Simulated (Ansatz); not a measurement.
Zn3Se3⁻. Charge -1, multiplicity 2. Geometry PBE-D4/def2-SVP, that of the neutral singlet; atoms count from 1.

```
atom    x (Å)    y (Å)    z (Å)
 Zn1   0.2282   0.4338  -1.5707
 Zn2  -1.5183  -0.0349   0.6306
 Zn3   1.2905  -0.3999   0.9396
 Se4  -2.0718   0.6460  -1.5072
 Se5  -0.3667  -0.6925   2.5234
 Se6   2.4381   0.0476  -1.0157
```

The highest occupied level of the charge -1 doublet lies above zero (up to 0.90 eV). By energy differences its removal costs 0.53 eV (vertical, to the charge 0 singlet, at PBE0-D4/def2-SVP); self-interaction error and the lack of diffuse functions both raise the level. The structure comes from a short search, and lower isomers may exist.

Question: Estimate the Mulliken populations from the PBE0/def2-SVP orbitals of Ansatz.

Answer: 
```tsv
atom	charge (e)	spin (α − β)	d electrons
Zn1	0.17	0.40	9.93
Zn2	0.17	0.40	9.93
Zn3	0.17	0.40	9.93
Se4	-0.51	-0.07	–
Se5	-0.51	-0.07	–
Se6	-0.51	-0.07	–
```
Mulliken values and Mayer orders depend strongly on the basis.

Question: Where does the spin sit?

Answer: Summed by element: Zn 1.20, Se -0.20, of 1 unpaired in all. Largest on single atoms: Zn3 0.40, Zn1 0.40, Zn2 0.40.

Question: And the Mayer bond orders between bonded heavy atoms (over 0.3)?

Answer: Zn1–Se4 0.96 (2.31 Å); Zn1–Se6 0.96 (2.31 Å); Zn2–Se4 0.96 (2.31 Å); Zn2–Se5 0.96 (2.31 Å); Zn3–Se5 0.96 (2.31 Å); Zn3–Se6 0.96 (2.31 Å).
